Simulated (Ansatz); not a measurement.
Breaking the H–H spacing in H10 chain (multiplicity 1 held). Energies count from the point at 0.900 Å.
Geometry at that point (charge 0, multiplicity 1):
```xyz
10

H      0.000     0.000     0.000
H      0.000     0.000     0.900
H      0.000     0.000     1.800
H      0.000     0.000     2.700
H      0.000     0.000     3.600
H      0.000     0.000     4.500
H      0.000     0.000     5.400
H      0.000     0.000     6.300
H      0.000     0.000     7.200
H      0.000     0.000     8.100
```

U- levels take the lowest unrestricted solution at each point, which mixes spins at long bonds. Active spaces are followed from rest. Curves can end on different states.

The values were computed with Ansatz (Gaussian basis) for Hartree–Fock, density functionals and correlated methods. Values without a source in brackets are computed.

Energies in eV.

```json
[
 {"R (Å)": "0.700", "U-HF/cc-pVDZ": "8.08", "U-SCS-MP2/cc-pVDZ": "7.97", "FIC-NEVPT4(SD) on CASSCF(10,10)/cc-pVDZ": "8.36", "FIC-MRCISD+Q on CASSCF(10,10)/cc-pVDZ": "8.34"},
 {"R (Å)": "0.800", "U-HF/cc-pVDZ": "2.18", "U-SCS-MP2/cc-pVDZ": "1.98", "FIC-NEVPT4(SD) on CASSCF(10,10)/cc-pVDZ": "2.31", "FIC-MRCISD+Q on CASSCF(10,10)/cc-pVDZ": "2.30"},
 {"R (Å)": "0.900", "U-HF/cc-pVDZ": "0.00", "U-SCS-MP2/cc-pVDZ": "0.00", "FIC-NEVPT4(SD) on CASSCF(10,10)/cc-pVDZ": "0.00", "FIC-MRCISD+Q on CASSCF(10,10)/cc-pVDZ": "0.00"},
 {"R (Å)": "1.100", "U-HF/cc-pVDZ": "…", "U-SCS-MP2/cc-pVDZ": "1.49", "FIC-NEVPT4(SD) on CASSCF(10,10)/cc-pVDZ": "0.71", "FIC-MRCISD+Q on CASSCF(10,10)/cc-pVDZ": "0.73"},
 {"R (Å)": "1.300", "U-HF/cc-pVDZ": "…", "U-SCS-MP2/cc-pVDZ": "5.23", "FIC-NEVPT4(SD) on CASSCF(10,10)/cc-pVDZ": "4.01", "FIC-MRCISD+Q on CASSCF(10,10)/cc-pVDZ": "4.04"},
 {"R (Å)": "1.500", "U-HF/cc-pVDZ": "5.90", "U-SCS-MP2/cc-pVDZ": "9.00", "FIC-NEVPT4(SD) on CASSCF(10,10)/cc-pVDZ": "7.62", "FIC-MRCISD+Q on CASSCF(10,10)/cc-pVDZ": "7.67"},
 {"R (Å)": "1.800", "U-HF/cc-pVDZ": "…", "U-SCS-MP2/cc-pVDZ": "12.80", "FIC-NEVPT4(SD) on CASSCF(10,10)/cc-pVDZ": "11.91", "FIC-MRCISD+Q on CASSCF(10,10)/cc-pVDZ": "11.98"},
 {"R (Å)": "2.100", "U-HF/cc-pVDZ": "9.68", "U-SCS-MP2/cc-pVDZ": "14.49", "FIC-NEVPT4(SD) on CASSCF(10,10)/cc-pVDZ": "14.42", "FIC-MRCISD+Q on CASSCF(10,10)/cc-pVDZ": "14.50"},
 {"R (Å)": "2.500", "U-HF/cc-pVDZ": "10.21", "U-SCS-MP2/cc-pVDZ": "15.23", "FIC-NEVPT4(SD) on CASSCF(10,10)/cc-pVDZ": "15.86", "FIC-MRCISD+Q on CASSCF(10,10)/cc-pVDZ": "15.94"},
 {"R (Å)": "3.000", "U-HF/cc-pVDZ": "10.37", "U-SCS-MP2/cc-pVDZ": "15.44", "FIC-NEVPT4(SD) on CASSCF(10,10)/cc-pVDZ": "16.37", "FIC-MRCISD+Q on CASSCF(10,10)/cc-pVDZ": "16.45"},
 {"R (Å)": "3.600", "U-HF/cc-pVDZ": "10.40", "U-SCS-MP2/cc-pVDZ": "15.48", "FIC-NEVPT4(SD) on CASSCF(10,10)/cc-pVDZ": "16.48", "FIC-MRCISD+Q on CASSCF(10,10)/cc-pVDZ": "16.56"}
]
```

Question: Complete the blanks.

Answer: 
- 1.300, U-HF/cc-pVDZ: 3.22
- 1.100, U-HF/cc-pVDZ: 0.52
- 1.800, U-HF/cc-pVDZ: 8.52

Doubts at one or more of the structures used: a spin-contaminated determinant (U-HF/cc-pVDZ, U-SCS-MP2/cc-pVDZ).

Ansatz is an electronic-structure program.
